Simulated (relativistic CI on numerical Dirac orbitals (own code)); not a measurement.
# Forbidden lines of Pb LXIV

These numbers are calculated, not measured: Dirac-Coulomb-Breit CI, orbitals from a KLI potential per configuration, a model potential for QED, unscaled Slater integrals (own radial code, finite nucleus).

Configurations in the expansion (outside the closed core [Ne]): 3s2 3p6 3d, 3s2 3p5 3d2, 3s 3p6 3d2, 3s2 3p6 4s, 3s2 3p6 4p, 3s2 3p6 4d, 3s2 3p5 3d 4s, 3s2 3p6 4f, 3s2 3p5 3d 4p, 3s2 3p5 3d 4d, 3s 3p6 3d 4s, 3s2 3p5 3d 4f, 3p6 3d2 4p, 3s 3p6 3d 4p, 3s2 3p6 5s, 3s 3p6 3d 4d, 3s2 3p6 5p, 3s 3p6 3d 4f, 3s2 3p6 5d, 3s2 3p6 5f, 3s2 3p6 5g, 3p6 3d3, 3p5 3d4, 3p5 3d3 4s, 3p6 3d2 4s, 3p5 3d2 4s2, 3p6 3d2 4d, 3p5 3d3 4d, 3p5 3d2 4s 4d. Double excitations out of closed p, d and f shells are left out; levels of such configurations are missing from the list, as are those of other unlisted configurations, and high levels can miss mixing partners. These lack a partner that the ground configuration has and come out too high: 3s2 3p5 3d 4p, 3s2 3p5 3d 4f.

```tsv
λ vac (Å)	Lower	Upper	Type	A (s⁻¹)	E lower (Ry)	E upper (Ry)
4.5553	3s2 3p6 3d 2D_3/2 [1]	3s2 3p6 4s 2S_1/2 [96]	E2	5.11e+10	0.000	200.046
4.7747	3s2 3p6 3d 2D_5/2 [2]	3s2 3p6 4s 2S_1/2 [96]	E2	7.59e+10	9.194	200.046
9.5525	3s 3p6 3d2 2G_7/2 [56]	3p6 3d3 2D_3/2 [79]	E2	1.96e+09	93.383	188.778
9.6737	3s 3p6 3d2 2F_7/2 [61]	3p6 3d3 2D_5/2 [83]	E2	2.52e+09	102.245	196.446
9.6906	3s 3p6 3d2 4P_1/2 [50]	3p6 3d3 2D_5/2 [70]	E2	1.43e+09	84.876	178.912
9.7005	3s 3p6 3d2 4F_7/2 [51]	3p6 3d3 4F_9/2 [72]	E2	1.21e+09	91.235	185.175
9.7046	3s 3p6 3d2 4P_3/2 [53]	3p6 3d3 4P_5/2 [76]	E2	1.56e+09	92.158	186.058
9.7276	3s 3p6 3d2 4F_9/2 [59]	3p6 3d3 2G_9/2 [81]	E2	1.81e+09	100.590	194.269
9.7414	3s 3p6 3d2 4F_7/2 [51]	3p6 3d3 4F_7/2 [71]	E2	9.61e+08	91.235	184.781
9.7423	3s 3p6 3d2 2G_7/2 [56]	3p6 3d3 2F_5/2 [78]	E2	1.29e+09	93.383	186.919
9.7463	3s 3p6 3d2 4F_5/2 [48]	3p6 3d3 2G_7/2 [68]	E2	1.07e+09	83.127	176.626
9.7477	3s 3p6 3d2 2G_7/2 [56]	3p6 3d3 2F_7/2 [77]	E2	1.44e+09	93.383	186.868
9.7531	3s 3p6 3d2 4F_3/2 [46]	3p6 3d3 4F_5/2 [65]	E2	1.07e+09	82.306	175.739
9.7553	3s 3p6 3d2 4F_5/2 [48]	3p6 3d3 2H_9/2 [67]	E2	1.49e+09	83.127	176.540
9.7643	3s 3p6 3d2 2G_9/2 [54]	3p6 3d3 2H_11/2 [74]	E2	1.77e+09	92.627	185.953
9.7796	3s 3p6 3d2 4F_5/2 [52]	3p6 3d3 4F_7/2 [71]	E2	1.40e+09	91.601	184.781
9.8142	3s 3p6 3d2 2P_3/2 [62]	3p6 3d3 2P_3/2 [82]	E2	3.24e+09	102.727	195.579
9.8426	3s 3p6 3d2 2D_5/2 [60]	3p6 3d3 2G_9/2 [81]	E2	1.09e+09	101.685	194.269
9.8440	3s 3p6 3d2 2G_7/2 [56]	3p6 3d3 2H_11/2 [74]	E2	1.12e+09	93.383	185.953
9.8759	3s 3p6 3d2 2F_5/2 [55]	3p6 3d3 4F_9/2 [72]	E2	1.36e+09	92.903	185.175
9.9025	3s 3p6 3d2 2F_7/2 [61]	3p6 3d3 2G_9/2 [81]	E2	2.31e+09	102.245	194.269
10.806	3s 3p6 3d2 4F_5/2 [48]	3p6 3d3 2D_3/2 [64]	E2	2.10e+09	83.127	167.454
10.860	3s 3p6 3d2 2G_9/2 [54]	3p6 3d3 2H_9/2 [67]	E2	7.90e+08	92.627	176.540
10.886	3s 3p6 3d2 2F_7/2 [61]	3p6 3d3 2H_11/2 [74]	E2	7.55e+08	102.245	185.953
21.528	3s2 3p5 3d2 4G°_11/2 [23]	3s2 3p5 3d2 2G°_9/2 [44]	M1	9.89e+08	39.532	81.862
21.810	3s2 3p5 3d2 2H°_11/2 [13]	3s2 3p5 3d2 2H°_9/2 [39]	M1	9.67e+08	31.285	73.068
21.814	3s2 3p5 3d2 2F°_7/2 [26]	3s2 3p5 3d2 2F°_5/2 [47]	M1	9.67e+08	40.742	82.516
21.948	3s2 3p5 3d2 4G°_9/2 [9]	3s2 3p5 3d2 4G°_7/2 [35]	M1	8.06e+08	30.368	71.888
22.005	3s2 3p5 3d2 4F°_9/2 [25]	3s2 3p5 3d2 2G°_9/2 [44]	M1	4.77e+08	40.451	81.862
22.626	3s2 3p5 3d2 2G°_9/2 [18]	3s2 3p5 3d2 2H°_9/2 [39]	M1	4.46e+08	32.793	73.068
```

Terms are leading LS components. Brackets give the number of a level in order of energy, since labels repeat. The list gives strong lines, with weight on those to low levels, among the lowest 400 of 2758 levels, so that lines to higher ones, which can be the strongest, are missing. Levels whose partners in the same complex of configurations lie outside the list can be far off, and so can their lines. Rates are taken at the computed energies, electric ones in the length gauge.

At this charge energies of transitions that change n are usually good to better than 1 %, and those within a shell (Δn = 0) to a few per cent.

LS names give the leading component of a level, which can be under half, so a name can repeat, a term be missing and a line seem to break the LS rules.
